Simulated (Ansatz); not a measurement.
Input:

```yaml
crystal:
  periodic: [false, false, false]
  atoms:
    - { symbol: B, position_ang: [0.0, 0.0, 0.0] }
    - { symbol: F, position_ang: [0.0, 0.0, 1.67] }
    - { symbol: Cl, position_ang: [1.6108, 0.0, -0.93] }
    - { symbol: Cl, position_ang: [-1.6108, 0.0, -0.93] }
    - { symbol: H, position_ang: [0.0623, -1.4126, 0.4698] }
    - { symbol: H, position_ang: [0.0491, -1.1133, 1.3144] }
basis:
  gaussian: { orbitals: def2-SVP }
hamiltonian:
  xc: revpbe
  dispersion: d4
relax:
  f_tol: 0.15
  max_steps: 25
  restrain:
    - { distance: [0, 4], at: 1.19, k: 30.0 }
    - { distance: [5, 1], at: 0.92, k: 30.0 }
    - { distance: [0, 1], at: 2.52, k: 30.0 }
    - { distance: [5, 4], at: 1.86, k: 30.0 }
output:
  orbitals: {}
```

Run as:

```bash
$ ansatz run input.yaml --threads 1 --pin off --max-ram 2048MiB --backend cpu --events-out ev --progress --plain --runs-dir out
```

Hardware: 1 thread of Arm Neoverse V2, with other jobs on the host.

Q: Roughly how long does this run take, and how much memory?

A: 15 s, with a peak of 0.13 GiB, for 8 ionic steps.
